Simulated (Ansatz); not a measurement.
# Reading a saddle point

A first-order saddle point of BNH3ClO, closed shell, PBE0-D4/def2-TZVP, with one imaginary mode of 928i cm⁻¹:

```json
{"atom": "B1", "x (Å)": "-0.2792", "y (Å)": "0.2581", "z (Å)": "-0.3546"}
{"atom": "O2", "x (Å)": "0.5484", "y (Å)": "0.5627", "z (Å)": "0.9329"}
{"atom": "N3", "x (Å)": "-0.4948", "y (Å)": "-1.0439", "z (Å)": "-0.1722"}
{"atom": "H4", "x (Å)": "0.3729", "y (Å)": "-0.5158", "z (Å)": "0.9731"}
{"atom": "Cl5", "x (Å)": "-0.5655", "y (Å)": "1.6047", "z (Å)": "-1.4351"}
{"atom": "H6", "x (Å)": "1.4703", "y (Å)": "0.8053", "z (Å)": "0.7797"}
{"atom": "H7", "x (Å)": "-1.0521", "y (Å)": "-1.6713", "z (Å)": "-0.7238"}
```

Computed with Ansatz 0.2.0 (basis: def2-TZVPP and def2-QZVPP); correlated methods freeze the cores. Extrapolation: Hartree–Fock as exp(−7.88 √X), correlation as X^−2.97.

(1) Which contacts change along the imaginary mode, and what lies on either side? (A judgement: the text doesn't fix the answer.)

(2) Which side is lower, and how far does the saddle lie above each? (An estimate is asked for; the value comes from the calculation.)

The T1 diagnostic stays at or below 0.014.

## Answers

(1) The calculation gives: The step is BNH₃ClO ([NH2][B]([OH])[Cl]) → BNHCl ([NH][B][Cl]) + H₂O (still joined by a long B–O bond), with the molecules in contact on both sides. Shortening one way: O2–H4; lengthening the same way: B1–O2, N3–H4.
```
 pair  one side (Å)  saddle (Å)  other side (Å)
O2–H4          2.64        1.09            0.98
B1–O2          1.36        1.56            1.61
N3–H4          1.00        1.53            2.11
```

(2) By the calculation: The side with B1–O2, N3–H4 short is lower by 279.3 kJ/mol; the saddle lies 296.3 kJ/mol above it and 17.1 kJ/mol above the other (CCSD(T) at an estimated basis limit (MP2 extrapolated from triple and quadruple zeta, plus CCSD(T) − MP2 in triple zeta); electronic energies).

Labels in which every atom is bracketed show which atoms are joined, not bond orders.

For scale, one of the runs: CCSD(T)/def2-TZVPP, 177 basis functions, launched by `ansatz run in.yaml --threads 2 --pin off --events-out ev --progress --plain --max-ram 4352MiB`. Time: 44 s of wall clock on 2 CPU threads of an Arm Neoverse V1; the host was shared. Peak host memory: 1.7 GiB.
